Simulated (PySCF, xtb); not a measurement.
1-bromo-1,2,2-trichloroethene (C2BrCl3), SMILES ClC(Cl)=C(Cl)Br.

Harmonic wavenumbers (cm⁻¹) from GFN2-xTB (xtb 6.7.1) at its own minimum, in rising order: 84, 121, 180, 236, 271, 281, 397, 401, 682, 781, 846, 1564.

Problem. What does B3LYP-D3(BJ)/def2-SVP (PySCF) give at its own minimum? (An estimate is asked for; the answer gives what the named calculation found.)

Solution. 87, 156, 217, 266, 276, 316, 417, 513, 743, 873, 965, 1619. Paired by order, the mean absolute difference is 50 cm⁻¹ and the zero-point energies are 8.4 and 9.2 kcal/mol.
